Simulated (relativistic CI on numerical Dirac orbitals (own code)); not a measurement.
Ions with 23 electrons, V to Mo¹⁹⁺

These numbers are calculated, not measured: Dirac-Coulomb-Breit CI, KLI orbitals optimised for each configuration, model QED, unscaled Slater integrals (own radial code, finite nucleus).

Configurations in the expansion (outside the closed core [Ne]): 3s2.3p6.3d5, 3s2.3p6.3d3.4s2, 3s2.3p5.3d6, 3s2.3p4.3d7, 3s.3p6.3d6, 3s2.3p6.3d4.4s, 3s2.3p6.3d4.4p. Levels of other configurations are missing.

Energies above each ion's lowest level, in cm⁻¹. Levels are followed by their leading LS label, which can pass from one level to another where the coupling changes.

```csv
Ion,3s2.3p6.3d5 6S_5/2,3s2.3p6.3d5 4P_1/2,3s2.3p6.3d5 4P_3/2,3s2.3p6.3d5 4G_5/2,3s2.3p6.3d5 4G_11/2
V,,,,,
Cr⁺,0.0,24753.9,24769.9,25402.2,25403.0
Cu⁶⁺,0.0,53121.9,52897.2,51221.7,51168.5
Zn⁷⁺,0.0,57962.7,57616.6,55570.1,55553.1
Ga⁸⁺,0.0,62716.5,62204.5,59790.3,59845.4
Ge⁹⁺,0.0,67399.3,66668.3,63884.2,64066.1
As¹⁰⁺,0.0,72022.1,71010.1,67836.7,68230.1
Se¹¹⁺,0.0,76592.8,75229.6,71612.6,72348.2
Br¹²⁺,0.0,81118.2,79325.8,75156.6,76428.7
Kr¹³⁺,0.0,85605.4,83298.4,78406.7,80478.5
Rb¹⁴⁺,0.0,90062.2,87148.5,81313.0,84503.0
Sr¹⁵⁺,0.0,94499.0,90879.1,83846.5,88507.1
Zr¹⁷⁺,0.0,103366.6,98008.5,87740.8,96471.8
Nb¹⁸⁺,0.0,107834.0,101429.5,89093.5,100441.7
Mo¹⁹⁺,0.0,112355.4,104777.1,90057.1,104411.5
```

In the calculation the lowest level changes from 3s2.3p6.3d3.4s2 4F_3/2 to 3s2.3p6.3d5 6S_5/2 at Cr⁺.

Between Z = 38 and 42 the energy of 3s2.3p6.3d5 4P_1/2 follows a local power law Z^1.7. For orientation: electrostatic splittings inside a shell grow about linearly with the screened charge, excitations that change n as its square, and fine structure as its fourth power; written in Z itself the exponents are larger, since the screened charge grows faster in proportion.

The members near neutrality are the least accurate: they can be off by several eV, miss lower levels of configurations outside the list, or start from a wrong lowest level.
